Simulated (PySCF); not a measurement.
Worked example: oscillator strength and radiative lifetime

Te(Br)(GeH3) (BrGeH3Te), SMILES [GeH3][Te]Br.

Coordinates come from a B3LYP-D3(BJ)/def2-SVP optimisation. The structure was generated by enumeration, and PubChem lists no compound with its InChIKey, so it may never have been made. The def2 effective core potentials stand for the cores of Te; spin–orbit coupling is left out.

TDA-PBE/def2-SVPD (PySCF 2.14.0) puts the first singlet state with f over 0.02 at 5.10 eV (vertical), with the transition dipole (-0.287, -0.337, 0.000) in atomic units.

Problem. Find the oscillator strength, the wavelength and the radiative lifetime that this transition would have in vacuum if emission retraced absorption.

Solution. 
|μ|² = 0.1959 au, so |μ| = 1.13 D. ΔE = 5.10/27.211 = 0.1874 hartree. f = (2/3) ΔE |μ|² = 0.024 (the program prints 0.025).
λ = 1239.84/5.10 = 243 nm; ν = 41134 cm⁻¹.
Einstein's coefficient A = 0.6670 ν² f s⁻¹ (ν in cm⁻¹) = 2.8e7 s⁻¹, so τ = 1/A = 36 ns. This state is S7; the lower singlets have f = 0.001, 0.003, 0.004, 0.002, 0.005, 0.009. The figure is the radiative limit of this one transition; relaxation, internal conversion, crossing to triplets and a medium change what is measured.
